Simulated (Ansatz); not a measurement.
**Low-lying states of ScCl**

Computed with Ansatz's Gaussian-basis code (development build). State-averaged CASSCF with equal weights; occupations are averaged over the states; levels count from the state that is lowest in CASSCF. The basis is small, far from the limit. Solutions may break the symmetry of the shape. The lowest solution met needn't be the lowest there is, nor hold the orbitals that a chemist would pick. CASSCF levels without dynamic correlation can be off by over 1 eV. The average may hold one member of a degenerate pair alone.

Geometry: bond length 2.2300 Å.

Basis def2-SVP, nonrelativistic, 10 orbitals frozen in the corrections; active space CAS(8,9). Averaged: 2 singlets.

Question: Give the levels in order.

Answer: 

```csv
state,CASSCF (eV),SC-NEVPT2 (eV)
singlet,0.000,0.000
singlet,0.214,0.404
```

Occupations: 1.98, 1.98, 1.98, 1.38, 0.51, 0.13, 0.01, 0.01, 0.01.
